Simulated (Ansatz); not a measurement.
Ansatz (a first-principles code) input:

Ansatz 0.2 input:
```yaml
crystal:
  periodic: [false, false, false]
  atoms:
    - {symbol: C, position_ang: [-2.31861289, -0.29828874, -0.58727498]}
    - {symbol: C, position_ang: [-1.33842396, 0.79735643, -0.81059522]}
    - {symbol: N, position_ang: [-0.13097699, 0.82092828, -0.12818355]}
    - {symbol: C, position_ang: [0.71634223, 1.97507151, -0.39230620]}
    - {symbol: Ge, position_ang: [0.70065032, -0.74948841, 0.43602079]}
    - {symbol: H, position_ang: [-2.68133679, -0.34852496, 0.45176866]}
    - {symbol: H, position_ang: [-3.18748800, -0.15510020, -1.22969200]}
    - {symbol: H, position_ang: [-1.90659569, -1.28712169, -0.82095659]}
    - {symbol: H, position_ang: [-1.69431263, 1.76522664, -1.14392889]}
    - {symbol: H, position_ang: [0.14406673, 2.89387639, -0.23489060]}
    - {symbol: H, position_ang: [1.56504793, 1.98760766, 0.29086040]}
    - {symbol: H, position_ang: [1.09770256, 1.98819821, -1.42142805]}
    - {symbol: H, position_ang: [1.93067121, -0.28306023, 1.22798719]}
    - {symbol: H, position_ang: [-0.26656110, -1.54058320, 1.32555988]}
    - {symbol: H, position_ang: [1.13900237, -1.62822281, -0.75960175]}
basis:
  gaussian:
    orbitals: def2-TZVPD
hamiltonian:
  xc: {name: SVWN5}
magnetization: {spin_polarized: true, initial_magnetization: 1}
output: {forces: true}
```

**Question.** What final total energy does it print?

**Answer.** -2247.35355 Eh (SVWN5/def2-TZVPD). The basis has 292 functions.

It need not be the lowest isomer of its formula.
